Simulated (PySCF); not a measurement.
## [Pb(SH)3]+: from a saddle point downhill

PySCF 2.14.0, RKS B3LYP, Pb def2-SVP with ECP60, S def2-SVP, H def2-SVP; non-relativistic Hamiltonian with scalar-relativistic core potentials where named; density fitting; no spin-orbit coupling. Relaxed within the symmetry of its start, the geometry (C3v) is

```xyz
7

Pb    0.0000    0.0000    0.0426
S     2.5215    0.0000   -0.1309
H     2.6532    0.0000    1.2243
S    -1.2608    2.1837   -0.1309
H    -1.3266    2.2977    1.2243
S    -1.2608   -2.1837   -0.1309
H    -1.3266   -2.2977    1.2243
```

and its lowest harmonic modes are -383, -326, -326, 74, 83, 83 cm⁻¹ (negative: unstable). It was moved along the lowest mode and relaxed again, within the group C3 that the move left.

Task: Where does it end, and how much lower?

Result: In C3h, 0.723 eV lower, after 18 steps:
```xyz
7

Pb    0.0000    0.0000    0.4778
S     2.4236    0.5301    0.4730
H     2.7880   -0.7799    0.4752
S    -1.6708    1.8338    0.4730
H    -0.7186    2.8044    0.4753
S    -0.7527   -2.3639    0.4731
H    -2.0694   -2.0245    0.4753
```

Task: How do the contacts change?

Result: 
```json
{"contact": "Pb1–S2 (SH)", "saddle (Å)": "2.527", "end (Å)": "2.481"}
{"contact": "Pb1–S4 (SH)", "saddle (Å)": "2.527", "end (Å)": "2.481"}
{"contact": "Pb1–S6 (SH)", "saddle (Å)": "2.527", "end (Å)": "2.481"}
```


Task: Is the end a minimum?

Result: Yes; lowest modes 70, 71, 71, 162, 222, 222 cm⁻¹.

State: singlet.
